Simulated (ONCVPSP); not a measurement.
## Ga (Z = 31): one change to an ONCV potential, before and after

ONCVPSP 4.0.1 input, shortened (lines: element, Z, core and valence counts, functional; n l f; lmax; l rc ep ncon nbas qcut; lloc lpopt rc5 dvloc0; l nproj debl; icmod fcfact rcfact), PBE, scalar-relativistic:

```
  Ga 31.00    5    3        4      upf
    1    0    2.00
    2    0    2.00
    2    1    6.00
    3    0    2.00
    3    1    6.00
    3    2   10.00
    4    0    2.00
    4    1    1.00
    2
    0    1.70    0.00    4    8    3.50
    1    2.85    0.00    4    8    2.90
    2    1.35    0.00    5   10   10.50
    4    4    1.00    0.00
    0    2    2.00
    1    3    2.00
    2    1    2.70
    0    0.00    0.00
```

All-electron outer shells of the reference configuration (PBE, scalar-relativistic, ld1.x):

```tsv
shell	level (eV)	outermost node (bohr)	outermost maximum (bohr)
3s	-148.13	0.27	0.56
3p	-98.86	0.24	0.56
3d	-19.15	–	0.53
4s	-8.95	0.81	1.90
4p	-2.58	0.87	2.53
```

Change: local potential polynomial inside 1.00 bohr (lpopt 4, dvloc0 3.5 Ha).

Cutoffs: the cutoffs (Ha) at which the residual kinetic energy of the hardest occupied pseudo-wave falls to 1 and 0.1 mHa per electron; they do not see the model core or the augmentation charge, which bear on the density cutoff. Errors are all-electron minus pseudo energies relative to the spin-unpolarised reference configuration.

Problem. Predict the effect on cutoff, ghosts and configuration errors.

Solution. The potential gets neither clearly harder nor softer (54 Ha and 175 Ha → 54 Ha and 175 Ha); the lowest positive-energy flag moves from s at 56.0 eV to s at 99.4 eV; the errors of the 3 common tests hardly move; the range in which the s phases agree narrows (upper end at the end of the scan → 3.3); neither file shows a bound ghost.

| quantity | base | changed |
| --- | --- | --- |
| cutoff, loose | 54 Ha | 54 Ha |
| cutoff, tight | 175 Ha | 175 Ha |
| bound ghosts | none | none |
| GHOST(+) flags under 300 eV | s at 56.0 eV, p at 185.5 eV | s at 99.4 eV, p at 196.5 eV |
| tests with a reliable result | 3 of 4 | 3 of 4 |
| error for 3d10 4s2 4p0, meV [ΔE 5.69 eV] | -2.5 | -2.5 |
| error for 3d10 4s1 4p0, meV [ΔE 26.82 eV] | +0.1 | 0.0 |
| error for 3d10 4s1 4p2, meV [ΔE 6.54 eV] | +8.8 | +8.8 |
| s: phases at 1.73 bohr within 0.05 rad from the reference energy up to (Ha; the scan ends near 5) | to the end of the scan | 3.3 |
| p: phases at 2.89 bohr within 0.05 rad from the reference energy up to (Ha; the scan ends near 5) | to the end of the scan | to the end of the scan |
| d: phases at 1.37 bohr within 0.05 rad from the reference energy up to (Ha; the scan ends near 5) | 1.0 | 0.9 |
